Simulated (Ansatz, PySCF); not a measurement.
Pair of molecules: SiH4 (SMILES [SiH4]) (first 5 atoms) with H2S (SMILES S); geometry from B3LYP-D3(BJ)/def2-TZVP, rigid monomers moved along the line of their centres of mass till Si1···S6 is 5.27 Å.
(charge 0, multiplicity 1):
```
atom    x (Å)    y (Å)    z (Å)
----  -------  -------  -------
Si     0.0302  -0.0436  -0.2875
H     -0.7053   1.1278   0.2390
H     -0.1105  -0.0712  -1.7635
H     -0.5450  -1.2861   0.2725
H      1.4622   0.0588   0.0632
S      0.2468   0.1091   4.9775
H     -0.2730   1.3395   4.8431
H     -0.9569  -0.4758   4.8726
```

Interaction energies are E(AB) − E(A) − E(B) at the monomers' geometry in the complex; basis-set methods are counterpoise corrected.

Correlated levels freeze the cores. CBS(a, b) extrapolates the correlation energy as X⁻³ and adds the Hartree–Fock energy of set b.

Codes used: Ansatz (an electronic-structure program); PySCF for the dispersion terms. 

PBE/def2-TZVPPD gives -9.2 meV for the interaction energy.

Question: Where do these levels fall relative to PBE: PBE-D3(BJ)/def2-TZVPPD, r2SCAN/def2-TZVPPD, PBE0/def2-TZVPPD, wB97M-V/def2-TZVPPD, MP2/CBS(aug-cc-pV(D+d)Z, aug-cc-pV(T+d)Z), CCSD(T)/CBS(aug-cc-pV(D+d)Z, aug-cc-pV(T+d)Z).

Answer: PBE-D3(BJ)/def2-TZVPPD -9.5; r2SCAN/def2-TZVPPD 0.9; PBE0/def2-TZVPPD 1.6; wB97M-V/def2-TZVPPD -5.4; MP2/CBS(aug-cc-pV(D+d)Z, aug-cc-pV(T+d)Z) -5.7; CCSD(T)/CBS(aug-cc-pV(D+d)Z, aug-cc-pV(T+d)Z) -5.3 meV. 2 of 6 lie above PBE; the widest gap is to PBE-D3(BJ)/def2-TZVPPD.
